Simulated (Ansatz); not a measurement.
B₄⁻, relaxed as a quartet with UKS r2SCAN-D4/def2-TZVPD in Ansatz, starting from the r2SCAN-D4/def2-TZVPD geometry of the charge -1 doublet. Force threshold 0.02 eV/Å.

The highest occupied level of the charge -1 quartet lies above zero (up to 0.32 eV). The electron is either unbound and held by the finite basis, or the level is raised by self-interaction error. At r2SCAN-D4/def2-TZVPD a doublet of charge -1 lies 0.87 eV below the quartet, each at its own geometry. The structure comes from a short search, and lower isomers may exist.

Start:

```
atom   x (Å)   y (Å)   z (Å)
  B1   0.825   0.312   0.101
  B2   0.217  -0.952   0.917
  B3  -0.831  -0.285  -0.128
  B4  -0.211   0.925  -0.891
```

```tsv
step	energy (eV)	largest force component (eV/Å)	SCF passes
1	-2697.5517	2.254	21
2	-2697.6219	0.724	26
3	-2697.6236	0.439	25
4 (rejected)	-2697.5847	0.768	32
5	-2697.6319	0.010	25
```

Force components are those of the run's own axes.

End:

```xyz
4

B     0.826    0.298    0.114
B     0.219   -0.961    0.926
B    -0.826   -0.298   -0.114
B    -0.219    0.961   -0.926
```

By distances, no bond broke or formed. The bond that changes most is B3–B4, from 1.56 to 1.62 Å (atoms count from 1).

No frequencies were taken in this run, so the end may be a saddle point.

It took 7.5 s on 4 threads of Arm Neoverse V1 on a shared host.
